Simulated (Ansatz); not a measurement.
Caution, from a PySCF single point (B3LYP-D3(BJ)/def2-TZVPD) at this geometry: the highest occupied level lies above zero, so the state may not be bound. This triplet lies 0.13 eV above the relaxed singlet at the level frozen-core CCSD(T)/aug-cc-pVTZ // B3LYP-D3(BJ)/def2-TZVPD (Ansatz, a program for electronic structure); other levels give the other order.

Species: H3Al2, SMILES `[AlH-][AlH2]` (triplet; the order of the spin states depends on the level) (charge -1, multiplicity 3).

### Question
Give a relaxed geometry from B3LYP-D3(BJ)/def2-TZVPD in Ansatz.

### Answer
One answer among several that fit: the end point of this relaxation, one of several conformers (outside a Z-matrix the atoms follow the SMILES, hydrogens last).
Bonded distances (Å): Al1–Al2 2.500, Al1–H3 1.637, Al2–H4 1.619, Al2–H5 1.625. Angles (°): Al2–Al1–H3 124.5, Al1–Al2–H4 122.4, Al1–Al2–H5 127.1, H4–Al2–H5 110.5.
